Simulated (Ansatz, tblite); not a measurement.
Cost and result up the ladder for Ta₂P₂ (4 atoms). Total charge 0; singlet. Geometry: PBE0-D4/def2-SVP.

```xyz
4

Ta   -0.9882   -0.9367   -0.4745
Ta   -0.7235    1.1806    0.4024
P     0.9663    0.3244   -1.0770
P     0.7454   -0.5682    1.1491
```

Ansatz on 4 threads of Arm Neoverse V1 on a shared host; xTB runs through tblite on one thread. Times are rough, summed over both states, and most runs start from the orbitals of an earlier one. RPA@PBE/def2-TZVP serves as the yardstick here, not as an exact answer. The other state is a triplet at its own geometry.

In the def2 sets Ta takes a core potential; there is no spin–orbit coupling. The xTB rows come from tblite. B3LYP takes the VWN-RPA correlation. Correlated methods freeze 10 core orbitals; core or outer-core shells of Ta are correlated, in sets that lack core-valence functions. The structure comes from a short search, and lower isomers may exist.

Run but left out: HF/def2-TZVP, MP2/def2-TZVP (singlet: restricted singlet, unstable towards broken spin symmetry); B2PLYP/def2-TZVP (singlet: restricted singlet, unstable in another Hartree–Fock run and untested here).

Correlated methods converge slowly with the basis.

xTB has no spin-polarisation term.

```
                           level  functions  triplet − singlet (eV)  difference from RPA@PBE/def2-TZVP (eV)
            r2SCANh-D4/def2-TZVP        154                    0.56                                    0.08
          CAM-B3LYP-D4/def2-TZVP        154                    0.63                                    0.15
             r2SCAN-D4/def2-TZVP        154                    0.56                                    0.08
                        GFN2-xTB         36                   -1.39                                   -1.87
B3LYP-D4/def2-TZVP (with forces)        154                    0.63                                    0.15
               RPA@PBE/def2-TZVP        154                    0.48                                    0.00
               PBE0-D4/def2-TZVP        154                    0.59                                    0.11
           LDA (SPW92)/def2-TZVP        154                    0.63                                    0.14
                PBE-D4/def2-TZVP        154                    0.54                                    0.06
                        GFN1-xTB         36                   -0.57                                   -1.05
```

Problem. Estimate how long each takes.

Solution. GFN1-xTB 0.009 s; GFN2-xTB 0.016 s; LDA (SPW92)/def2-TZVP 3 s; PBE-D4/def2-TZVP 6 s; RPA@PBE/def2-TZVP 12 s; B3LYP-D4/def2-TZVP (with forces) 12 s; PBE0-D4/def2-TZVP 12 s; r2SCAN-D4/def2-TZVP 18 s; CAM-B3LYP-D4/def2-TZVP 20 s; r2SCANh-D4/def2-TZVP 36 s. On shared hardware such times vary by a factor of up to 3.
